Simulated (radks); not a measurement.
Results of a calculation; reference values are marked as such.
Q: The mean radii <r> (bohr) of the occupied orbitals of an atom or ion are listed with their occupations. Code: a radial shooting solver on a logarithmic mesh with Libxc functionals. Model: Dirac Kohn-Sham, PBEsol, spin-unpolarised, spherical densities, point nucleus.

orbital  occ.      <r>
1s1/2       2  0.03518
2s1/2       2   0.1535
2p1/2       2   0.1308
2p3/2       4   0.1354
3s1/2       2   0.4290
3p1/2       2   0.4236
3p3/2       4   0.4341
3d3/2       4   0.4133
3d5/2       6   0.4168
4s1/2       2    1.104
4p1/2       2    1.208
4p3/2       4    1.238
4d3/2       4    1.717

Name the element and its charge. Open shells, if any, fill j = l - 1/2 first.

A: Z = 42, molybdenum, charge +2: Mo2+ in [Kr] 4d4. The 1s radius gives Z: for a bare nucleus <r> = (2 gamma + 1)/(2Z) with gamma = sqrt(1 - (Z/c)^2), 0.03457 bohr for Z = 42, and screening makes it slightly larger (0.03518 here). The occupations add up to 40, and the charge is Z minus that.
